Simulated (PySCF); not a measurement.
A calculated (wB97X, PySCF 2.14, aug-cc-pVTZ-DK, the spin-free X2C one-electron Hamiltonian (Gaussian nucleus)) atom or ion has these occupied shells.

| shell | electrons | orbital energy (eV) | rms radius, mean of both spins (bohr) |
| --- | --- | --- | --- |
| 1s α | 1 | -12559.4 | 0.0508 |
| 1s β | 1 | -12559.3 | 0.0508 |
| 2s α | 1 | -1648.7 | 0.212 |
| 2s β | 1 | -1648.6 | 0.212 |
| 2p α | 3 | -1452.9 | 0.189 |
| 2p β | 3 | -1452.8 | 0.189 |
| 3s α | 1 | -246.35 | 0.615 |
| 3s β | 1 | -246.15 | 0.615 |
| 3p α | 3 | -184.64 | 0.638 |
| 3p β | 3 | -184.41 | 0.638 |
| 3d α | 5 | -82.717 | 0.700 |
| 3d β | 5 | -82.487 | 0.700 |
| 4s α | 1 | -43.156 | 1.82 |
| 4s β | 1 | -40.584 | 1.82 |
| 4p α | 2 | -30.073 | 2.10 |

Problem. Name the element and its charge.

Solution. Se²⁺ (selenium, charge +2), in [Ar] 3d10 4s2 4p2, high-spin 3P determinant.
